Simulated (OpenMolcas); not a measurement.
# Gd2+: moving or changing the point charges

Gd2+ among 7 point charges of -1 e arranged as a pentagonal bipyramid (D5h), 2.36 Å from the ion, with the axial distance 2.667 Å.
```
   2.3600    0.0000    0.0000  -1.00
   0.7293    2.2445    0.0000  -1.00
  -1.9093    1.3872    0.0000  -1.00
  -1.9093   -1.3872    0.0000  -1.00
   0.7293   -2.2445    0.0000  -1.00
   0.0000    0.0000    2.6668  -1.00
   0.0000    0.0000   -2.6668  -1.00
```

```json
{
  "Program": "OpenMolcas",
  "Method": "CASSCF",
  "Basis": "ANO-RCC-VTZP [8s7p5d3f2g1h]",
  "Scalar Hamiltonian": "DKH2, point nucleus",
  "Active space": "8 electrons in 7 orbitals (4f)",
  "State averaging": "2S+1 = 7 even, 7 roots; 2S+1 = 5 even, 77 roots kept (CI in the orbitals of an earlier block); 2S+1 = 3 even, 28 roots kept (CI in the orbitals of an earlier block)",
  "Spin-orbit coupling": "state interaction with AMFI integrals over the reference wave functions"
}
```

Runs around this geometry, states. Energies in cm-1 above the lowest state or level, χT in cm3 K/mol.

```
R (Å)  q (e)  Ground state  First state of that spin  First gap with spin-orbit (degeneracies)  Width of lowest J  χT at 300 K
 2.36   -0.5      2S+1 = 7                      14.3                                5.6 (1, 2)                729       11.741
 2.36     -1      2S+1 = 7                      45.0                                9.6 (1, 2)               1449       11.675
 2.51     -1      2S+1 = 7                      19.6                               10.4 (1, 2)               1216       11.691
  2.8     -1      2S+1 = 7                       7.6                               10.4 (1, 2)                886       11.721
```

Taking the width of the lowest J multiplet as R^-n, n = -ln(886 / 1449) / ln(2.8 / 2.36) = 2.9 between the shortest and longest distance.

Scaling the charges by -0.5 / -1 = 0.50 scales the width of the lowest J multiplet by 729 / 1449 = 0.50; with fixed orbitals a first-order splitting would follow the charge.

High states are left out of the spin-orbit mixing, which shifts the levels that they would mix with. The free ion's ground configuration, as NIST lists it, lies outside this active space, so the lowest level here need not be the ground level. This is an electrostatic model: the charges have no orbitals. An unlabelled pair can be two single states that coincide in this model. No measured value stands beside these numbers.

A state without a sure symmetry label is named by its multiplicity alone.
